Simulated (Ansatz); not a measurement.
Geometry optimisation, RKS PBE/def2-SVP (Ansatz).

The input (input.yaml):

```yaml
crystal:
  periodic: [false, false, false]
  atoms:
    - { symbol: Ga, position_ang: [0.0, 0.0, 0.0] }
    - { symbol: C, position_ang: [0.0, 0.0, 1.98] }
    - { symbol: H, position_ang: [-0.9996, -0.3092, 2.3505] }
    - { symbol: H, position_ang: [0.7676, -0.7111, 2.3505] }
    - { symbol: H, position_ang: [0.232, 1.0203, 2.3505] }
    - { symbol: H, position_ang: [1.3596, 0.0, -0.785] }
    - { symbol: "N", position_ang: [-1.6714, 0.0, -0.965] }
    - { symbol: H, position_ang: [-2.3403, -0.8164, -0.8664] }
    - { symbol: H, position_ang: [-1.9204, 0.8164, -1.5936] }
basis:
  gaussian: { orbitals: def2-SVP }
hamiltonian:
  xc: pbe
relax:
  f_tol: 0.02
  max_steps: 40
```

Command:

```bash
$ ansatz run input.yaml --threads 1 --pin off --max-ram 2048MiB --backend cpu --events-out ev --progress --plain --runs-dir out
```

Where does it end, and by what steps?

The run converged. The force dipped under the threshold on the way, but the program's further checks kept it going. After 13 steps the energy has fallen by 0.653 eV; H9 moved furthest, 0.87 Å.

```tsv
step	energy less start (eV)	largest force component (eV/Å)	accepted
0	0.0000	1.628	yes
1	-0.2737	1.135	yes
2	-0.4651	0.729	yes
3	-0.5777	0.328	yes
4	-0.6265	0.333	yes
5	-0.6341	0.265	yes
6	-0.6221	0.497	no
7	-0.6493	0.043	yes
8	-0.6517	0.068	yes
9	-0.6523	0.024	yes
10	-0.6525	0.061	yes
11	-0.6527	0.020	yes
12	-0.6529	0.004	yes
13	-0.6529	0.011	yes
```

```xyz
9
Properties=species:S:1:pos:R:3
Ga 0.000 0.141 0.001
C -0.034 -0.070 1.965
H -1.049 -0.312 2.339
H 0.659 -0.877 2.279
H 0.308 0.865 2.455
H 1.260 0.449 -0.895
N -1.576 -0.029 -0.915
H -2.479 -0.228 -0.481
H -1.662 0.061 -1.928
```

Whether the end is a true minimum wasn't checked by a vibrational analysis.

Time of the run: 31 s on 1 thread of Arm Neoverse V2 (shared host), peak memory 0.12 GiB.
